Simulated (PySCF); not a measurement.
# Working out the ionisation energy of Te¹⁴⁺

Te¹⁴⁺ [Kr] 4d2 (3F) → Te¹⁵⁺ [Kr] 4d1 (2D). Calculation: PySCF 2.14, in an uncontracted even-tempered set (20 s from 0.6 bohr⁻², ratio 2.5; 14 p from 0.78 bohr⁻², ratio 2.5; 10 d from 0.78 bohr⁻², ratio 2.5; 4 f from 3.2 bohr⁻², ratio 2.7; 4 g from 4.8 bohr⁻², ratio 2.7); the spin-free X2C one-electron Hamiltonian (Gaussian nucleus). Frozen: [Ar] 3d10; the 45 highest virtual orbitals dropped. Energies in hartree (1 hartree = 27.21139 eV):

```tsv
part	Te¹⁴⁺ (lower)	Te¹⁵⁺ (upper)
UHF	-6722.007999	-6709.987314
MP2 opposite-spin	-0.238135	-0.226845
MP2 same-spin	-0.076848	-0.071693
```

What does Hartree-Fock give?

(-6709.987314) − (-6722.007999) = 12.020685 hartree = 327.100 eV.

What do MP2 and SCS-MP2 (6/5 opposite-spin, 1/3 same-spin) give?

The opposite-spin parts differ by 0.307 eV and the same-spin parts by 0.140 eV. MP2: 327.100 + (0.307) + (0.140) = 327.547 eV. SCS-MP2: 327.100 + 1.2 × (0.307) + (0.140)/3 = 327.515 eV.

Reference: 328 ± 3 eV (theoretical estimate listed by NIST; NIST Atomic Spectra Database, ionization energies), between the lowest levels; spin-orbit coupling is absent from the calculation.

What remains against the reference includes basis incompleteness, the frozen core and correlation beyond second order.
